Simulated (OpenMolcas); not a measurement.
An OpenMolcas run meant for Dy3+ (ANO-R2, X2C; inactive shells 1s 2s 2p 3s 3p 3d 4s 4p 4d 5s 5p; intended active space 9 electrons in 7 orbitals (4f)). One step of its input:

```
&CASPT2
Multistate=18 1 2 3 4 5 6 7 8 9 10 11 12 13 14 15 16 17 18
Frozen=14 9
IPEA=-0.5
Imaginary=0.1
MaxIter=60
WThr=0.0 0.3 0.05
PrWF=0.5
NoMix
```

The run finished. Its levels beside those of a sound run (SS-CASPT2, IPEA 0.25 Eh, imaginary shift 0.1 Eh (closed shells correlated: 5s 5p)), in cm⁻¹ above each run's lowest level:

```json
{"Level": "4f⁹ ⁶H°_15/2", "This run": "0.0", "Usual run": "0.0"}
{"Level": "4f⁹ ⁶H°_13/2", "This run": "3675", "Usual run": "3639"}
{"Level": "4f⁹ ⁶H°_11/2", "This run": "6706", "Usual run": "6644"}
{"Level": "4f⁹ ⁶H°_9/2", "This run": "9135", "Usual run": "9057"}
{"Level": "4f⁹ ⁶F°_11/2", "This run": "8420", "Usual run": "9269"}
{"Level": "4f⁹ ⁶H°_7/2", "This run": "11016", "Usual run": "10933"}
{"Level": "4f⁹ ⁶F°_9/2", "This run": "10608", "Usual run": "11456"}
{"Level": "4f⁹ ⁶H°_5/2", "This run": "12408", "Usual run": "12325"}
{"Level": "4f⁹ ⁶F°_7/2", "This run": "12398", "Usual run": "13246"}
{"Level": "4f⁹ ⁶F°_5/2", "This run": "13790", "Usual run": "14638"}
{"Level": "4f⁹ ⁶F°_3/2", "This run": "14784", "Usual run": "15632"}
{"Level": "4f⁹ ⁶F°_1/2", "This run": "15380", "Usual run": "16229"}
```

Problem. Which setting is unsound, and how much does it matter here?

Solution. The IPEA shift is negative. Against the sound run the excited levels shown move by 490 cm-1 on average and by 850 cm-1 at most.

Term energies are means over components that CASPT2 splits; among the terms shown or strongly mixed into the levels shown the widest spread is 1300 cm-1 (4f⁹ ⁶H°, this run). High states are left out of the spin-orbit mixing, which shifts the levels that they would mix with. Levels of configurations outside the active space are missing.

° marks odd parity.
